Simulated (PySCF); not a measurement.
# Working out the ionisation energy of Zn

Zn [Ar] 3d10 4s2 (1S) → Zn⁺ [Ar] 3d10 4s1 (2S). All numbers are calculated (PySCF 2.14, the spin-free X2C one-electron Hamiltonian (Gaussian nucleus), in cc-pVTZ-DK (7s6p4d2f1g, 68 functions)). Frozen: [Ar]. Energies in hartree (1 hartree = 27.21139 eV):

```json
{"part": "UHF", "Zn (lower)": "-1794.266395", "Zn⁺ (upper)": "-1793.980580"}
{"part": "MP2 opposite-spin", "Zn (lower)": "-0.331681", "Zn⁺ (upper)": "-0.295647"}
{"part": "MP2 same-spin", "Zn (lower)": "-0.183860", "Zn⁺ (upper)": "-0.173838"}
```

Problem. What does Hartree-Fock give?

Solution. (-1793.980580) − (-1794.266395) = 0.285815 hartree = 7.777 eV.

Problem. What do MP2 and SCS-MP2 (6/5 opposite-spin, 1/3 same-spin) give?

Solution. The opposite-spin parts differ by 0.981 eV and the same-spin parts by 0.273 eV. MP2: 7.777 + (0.981) + (0.273) = 9.031 eV. SCS-MP2: 7.777 + 1.2 × (0.981) + (0.273)/3 = 9.045 eV.

Measured between the centres of the two terms (NIST): 9.394 eV, so MP2 (valence) is off by -0.363 eV.

What remains against the reference includes basis incompleteness, the frozen core and correlation beyond second order.
